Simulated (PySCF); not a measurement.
Species: C6H12F (doublet state).
Z-matrix (Å and degrees, GFN2-xTB geometry), rows numbered from 1:
```
C 
C   1  1.4735
C   2  1.5500  1  110.87
C   3  1.5226  2  111.83  1    63.49
C   2  1.5400  1  110.86  3  -120.78
C   5  1.5208  2  110.83  1   -62.75
F   6  1.3749  5  110.39  2   178.45
H   1  1.0713  2  121.73  3  -105.72
H   1  1.0734  2  119.49  3    68.02
H   2  1.0953  1  109.79  3   118.99
H   3  1.0913  2  108.82  1   -57.78
H   3  1.0918  2  108.79  1  -175.29
H   4  1.0876  3  110.37  2   179.33
H   4  1.0879  3  110.61  2    59.31
H   4  1.0874  3  110.40  2   -60.61
H   5  1.0915  2  109.71  1    57.52
H   5  1.0915  2  110.14  1   176.50
H   6  1.0951  5  111.71  2   -63.14
H   6  1.0950  5  111.21  2    59.92
```

The hyperfine couplings belong to this conformer and change with its torsions.

Identity: `[CH2][C@H](CC)CCF` [radical].

Theory: UKS B3LYP, pcH-1 on C F H, non-relativistic, mean-field spin-orbit, GIAO in PySCF. Geometry: GFN2-xTB, one conformer, isolated molecule. Couplings are sensitive to structure, and on GFN2-xTB geometries they can be far from those on DFT ones. No stability test was run, so a lower SCF solution isn't excluded.

Largest spin populations (Mulliken): C1 (+1.08) and C2 (-0.08). C1 is the only atom above +0.15. The positive populations add up to 1.18 and the negative ones to -0.18, together 2S = 1. The angles at C1 add up to 359.7°, so it is planar; its axial dipolar tensor and the negative couplings of its protons fit spin in a p orbital normal to that plane.

Q: Find Q in a(H) = Q·ρ(C) for the protons on the planar carbons that carry spin.

A: 
| H | C | ρ(C) | a(H) (G) | a/ρ (G) |
| --- | --- | --- | --- | --- |
| H8 | C1 | +1.076 | -22.85 | -21.2 |
| H9 | C1 | +1.076 | -22.18 | -20.6 |

These protons share one ρ (within 0.01), so their mean ratio, Q = -20.9 G, is no test of linearity. In McConnell's picture π spin on carbon polarises the C–H bond and leaves opposite spin at the proton, which makes Q negative, as found here.

Couplings in gauss use g_iso = 2.0027.
